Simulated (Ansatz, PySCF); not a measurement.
This PySCF input computes a PBE0/def2-TZVPD energy:

```python
from pyscf import gto, scf, dft

mol = gto.M(
    atom='''
    B    -0.02703457   -0.07509924    0.56928949
    F     1.16465345   -0.50045187    0.21108337
    C    -1.06947433    0.48527479   -0.44364211
    H    -2.09689543    0.38650503   -0.09670412
    H    -0.96345684    0.02310764   -1.43067193
    H    -0.86951002    1.55830167   -0.55696903
    ''',
    basis='def2-tzvpd',
    charge=0,
    spin=1,
    verbose=4,
)

mf = dft.UKS(mol, xc='pbe0').density_fit(auxbasis='def2-universal-jkfit')
mf.grids.level = 3
mf.conv_tol = 1e-9
mf.max_cycle = 100
mf.max_memory = 1500
mf.kernel()
if not mf.converged:
    mf = mf.newton()
    mf.kernel(mf.make_rdm1())
for _ in range(2):
    mo, _, stable, _ = mf.stability(return_status=True)
    if stable:
        break
    mf.kernel(mf.make_rdm1(mo, mf.mo_occ))
mf.analyze()
```

### Question
Write an input for the same energy in Ansatz (an electronic-structure program) and say what it gives.

### Answer

Ansatz 0.2 input:
```yaml
crystal:
  periodic: [false, false, false]
  atoms:
    - {symbol: B, position_ang: [-0.02703457, -0.07509924, 0.56928949]}
    - {symbol: F, position_ang: [1.16465345, -0.50045187, 0.21108337]}
    - {symbol: C, position_ang: [-1.06947433, 0.48527479, -0.44364211]}
    - {symbol: H, position_ang: [-2.09689543, 0.38650503, -0.09670412]}
    - {symbol: H, position_ang: [-0.96345684, 0.02310764, -1.43067193]}
    - {symbol: H, position_ang: [-0.86951002, 1.55830167, -0.55696903]}
basis:
  gaussian:
    orbitals: def2-TZVPD
hamiltonian:
  xc: {name: PBE0}
magnetization: {spin_polarized: true, initial_magnetization: 1}
output: {forces: true}
```
It gives -164.47473 Eh, and PySCF -164.47478 Eh, a difference of 0.05 mEh, from the treatment of integrals and grids.

It need not be the lowest isomer of its formula.
